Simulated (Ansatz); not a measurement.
Coupled-cluster run, `NB1N=C=N1`.

```yaml
crystal:
  periodic: [false, false, false]
  atoms:
    - {symbol: N, position_ang: [-0.727676, 0.975582, -0.050151]}
    - {symbol: B, position_ang: [0.133310, -0.073400, 0.163495]}
    - {symbol: N, position_ang: [0.211492, -1.447559, 0.617081]}
    - {symbol: C, position_ang: [1.006910, -1.728168, -0.484777]}
    - {symbol: N, position_ang: [1.500514, -0.518515, -0.016468]}
    - {symbol: H, position_ang: [-1.700067, 0.936513, 0.198898]}
    - {symbol: H, position_ang: [-0.424482, 1.855556, -0.428078]}
basis:
  gaussian: {orbitals: def2-SVP}
correlation: {method: ccsd_t}
```

```sh
$ ansatz run in.yaml --threads 4 --pin off --events-out ev --progress --plain
```

Output of Ansatz, abridged:

```
Functional definition: HF
822 factors; integrals over basis functions are off by at most 1.0e-3 eV
mean field evaluation 1: about -6168.5995 eV, gradient 3.0e1 eV
mean field evaluation 2: about -6168.7802 eV, gradient 3.0e1 eV
mean field evaluation 4: about -6171.1775 eV, gradient 3.5e0 eV
mean field evaluation 8: about -6171.2544 eV, gradient 3.0e-1 eV
mean field -6171.25644435 eV, -226.7894913022 hartree, gradient 2.7e-6 eV, S^2 0.000000; 0 other end points of the search recorded, 0 dependent functions left out; unrestricted orbitals would lower it
5 core orbitals not correlated: weight in the atoms' cores, before any rotation towards them, 1.000 or more for the frozen orbitals, at most 0.000 for the correlated occupied ones
reference -6171.25644435 eV, -226.7894913022 hartree; 12, 12 occupied and 63, 63 virtual orbitals, 822 factors
second order -18.50517897 eV of doubles, -0.00000000 eV of singles
cycle   1  -18.30157521 eV  change    2.0e-1 eV  update   1.3e-1
cycle   2  -18.95349250 eV  change   -6.5e-1 eV  update   4.3e-2
cycle   3  -19.12123521 eV  change   -1.7e-1 eV  update   2.4e-2
cycle   4  -19.11207151 eV  change    9.2e-3 eV  update   8.1e-3
cycle   5  -19.11373367 eV  change   -1.7e-3 eV  update   5.0e-3
cycle   6  -19.11559486 eV  change   -1.9e-3 eV  update   2.4e-3
cycle   7  -19.11519493 eV  change    4.0e-4 eV  update   1.1e-3
cycle   8  -19.11579818 eV  change   -6.0e-4 eV  update   4.3e-4
cycle   9  -19.11583641 eV  change   -3.8e-5 eV  update   1.6e-4
cycle  10  -19.11573808 eV  change    9.8e-5 eV  update   7.2e-5
cycle  11  -19.11582719 eV  change   -8.9e-5 eV  update   3.6e-5
cycle  12  -19.11580025 eV  change    2.7e-5 eV  update   1.4e-5
perturbative correction -0.85855679 eV, -0.0315513803 hartree
Total energy: -6191.23080140 eV, -227.5235353846 hartree
```

Run time 1.9 s (4 threads of a server CPU on a shared host); peak host memory 0.26 GiB.

Correlation energy per correlated electron: -0.832 eV. T1 diagnostic: 0.0210.
